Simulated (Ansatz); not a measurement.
Basis sets compared for `C[Si](C)(C)C#Cc1ccc(-c2ccc(-c3ccc(C#C[Si](C)(C)C)cc3)cc2)cc1`. Charge 0, multiplicity 1. Geometry PBE-D4/def2-SVP. Ansatz on 2 threads of AMD EPYC 7R13 on a shared host and a share (18 GiB) of an NVIDIA H100 80GB HBM3; times are rough, and most runs start from earlier orbitals.

```xyz
60

C    -9.577    3.076    4.513
Si   -8.644    1.640    5.315
C    -8.182    2.066    7.099
C    -9.690    0.065    5.266
C    -7.090    1.345    4.360
C    -6.051    1.147    3.720
C    -4.853    0.919    2.984
C    -4.563    1.667    1.813
C    -3.388    1.441    1.096
C    -2.449    0.464    1.507
C    -1.204    0.228    0.742
C    -0.547    1.282    0.065
C     0.629    1.060   -0.655
C     1.205   -0.229   -0.740
C     2.450   -0.465   -1.506
C     2.676   -1.690   -2.177
C     3.847   -1.918   -2.901
C     4.853   -0.920   -2.983
C     6.051   -1.148   -3.720
C     7.091   -1.344   -4.359
Si    8.644   -1.639   -5.317
C     9.894   -2.499   -4.187
C     9.319    0.030   -5.895
C     8.234   -2.737   -6.800
C     4.632    0.310   -2.312
C     3.456    0.527   -1.592
C     0.547   -1.283   -0.066
C    -0.626   -1.059    0.659
C    -2.743   -0.279    2.675
C    -3.915   -0.060    3.401
H   -10.520    3.283    5.062
H    -8.965    4.001    4.520
H    -9.835    2.844    3.460
H    -9.095    2.248    7.704
H    -7.615    1.238    7.571
H    -7.553    2.978    7.140
H    -9.143   -0.789    5.715
H   -10.633    0.207    5.833
H    -9.951   -0.207    4.223
H    -5.285    2.424    1.471
H    -3.202    2.017    0.177
H    -0.958    2.301    0.122
H     1.103    1.901   -1.182
H     1.901   -2.471   -2.152
H     3.998   -2.873   -3.424
H    10.841   -2.692   -4.733
H    10.127   -1.873   -3.302
H     9.500   -3.470   -3.825
H    10.255   -0.108   -6.475
H     9.543    0.689   -5.032
H     8.586    0.553   -6.543
H     9.146   -2.938   -7.400
H     7.487   -2.251   -7.460
H     7.817   -3.710   -6.471
H     5.406    1.089   -2.357
H     3.323    1.481   -1.059
H     0.976   -2.295   -0.094
H    -1.119   -1.907    1.157
H    -2.021   -1.027    3.036
H    -4.119   -0.641    4.312
```

Single mean-field runs in def2-SVP, def2-TZVP are fitted with def2-universal-jkfit.

Binding counts from free atoms (C triplet, Si triplet, H doublet) in the same basis, without a counterpoise term.

```
           level  functions  energy (Eh)  HOMO (eV)  LUMO (eV)  binding per atom (eV)  wall time
 PBE-D4/def2-SVP        578   -1661.4254      -5.21      -2.51                   5.07       28 s
PBE0-D4/def2-SVP        578   -1661.6047      -6.08      -1.87                   4.99       16 s
```

(1) Estimate the rows for PBE-D4/def2-TZVP (with forces), PBE0-D4/def2-TZVP.

Answers

(1) 
```tsv
level	functions	energy (Eh)	HOMO (eV)	LUMO (eV)	binding per atom (eV)	wall time
PBE-D4/def2-TZVP (with forces)	1122	-1662.7788	-5.28	-2.62	5.01	20 s
PBE0-D4/def2-TZVP	1122	-1662.9393	-6.09	-1.94	4.92	9.5 s
```
